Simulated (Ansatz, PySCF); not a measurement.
The pair A = CH4 (SMILES C) (first 5 atoms), B = SO2 (SMILES O=S=O); geometry from B3LYP-D3(BJ)/def2-TZVP.
(charge 0, multiplicity 1):
```xyz
8

C     -0.02307     0.00423    -0.17710
H     -0.03908     0.12356    -1.25930
H      0.86418    -0.56112     0.10647
H      0.00303     0.98590     0.29381
H     -0.92089    -0.52784     0.13624
O     -1.18127     0.41577     3.32918
S      0.02151    -0.36839     3.24469
O      1.29228     0.30419     3.28348
```

Correlated levels freeze the cores. CBS(a, b) extrapolates the correlation energy as X⁻³ and adds the Hartree–Fock energy of set b. MP2 and its Hartree–Fock in aug-cc-pV(T+d)Z are density fitted.

The values were computed with Ansatz (a quantum-chemistry and plane-wave program); PySCF for the dispersion terms. 

The monomers are drawn apart, rigid, along the line of their centres of mass. Counterpoise-corrected interaction energies (kcal/mol):

```tsv
level	R = 4.831 Å	R = 6.208 Å
PBE-D3(BJ)/def2-TZVPPD	-0.4079	-0.0819
wB97M-V/def2-TZVPPD	-0.3132	-0.0714
MP2/CBS(aug-cc-pV(D+d)Z, aug-cc-pV(T+d)Z) + ΔCCSD(T)/aug-cc-pV(D+d)Z	-0.3021	-0.0677
```

R is the distance of the centres of mass. Find the local exponent m of E ∝ R⁻ᵐ between the two points.


m = ln(E₁/E₂)/ln(R₂/R₁): PBE-D3(BJ)/def2-TZVPPD 6.4; wB97M-V/def2-TZVPPD 5.9; MP2/CBS(aug-cc-pV(D+d)Z, aug-cc-pV(T+d)Z) + ΔCCSD(T)/aug-cc-pV(D+d)Z 6.0. For scale, two fixed dipoles give m = 3, dipole and quadrupole 4, quadrupoles 5, and dispersion or dipole-induced dipole 6 at long range; at these distances several terms mix, and what is left of overlap and damping shifts m, so it need not match one of them.
